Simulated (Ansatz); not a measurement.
FHSSn, SMILES `[F][Sn][SH]`, relaxed with RKS PBE0-D4/def2-TZVP in Ansatz from a PBE-D4/def2-SVP geometry. The force threshold is 0.005 eV/Å; the program also tests the step.

Total charge 0; spin multiplicity 1. Sn takes the def2 core potential.

Start:

```xyz
4

F     1.100    1.336    0.018
Sn    1.139   -0.487   -0.777
S    -1.105   -1.051    0.107
H    -1.134    0.202    0.652
```

Problem. By how much does the energy fall, and how many steps does the optimiser take? (An estimate is asked.)

Solution. The calculation gave: 3.64 kJ/mol, in 5 steps.

Problem. Which bonds change most? (An estimate is asked.)

Solution. The calculation gave: Sn2–S3 from 2.478 to 2.426 Å; F1–Sn2 from 1.989 to 1.948 Å; S3–H4 from 1.366 to 1.346 Å.

Problem. Give the relaxed structure. (An estimate is asked.)

Solution. Computed: 
```xyz
4

F     1.119    1.319    0.001
Sn    1.124   -0.474   -0.764
S    -1.073   -1.031    0.099
H    -1.170    0.186    0.664
```
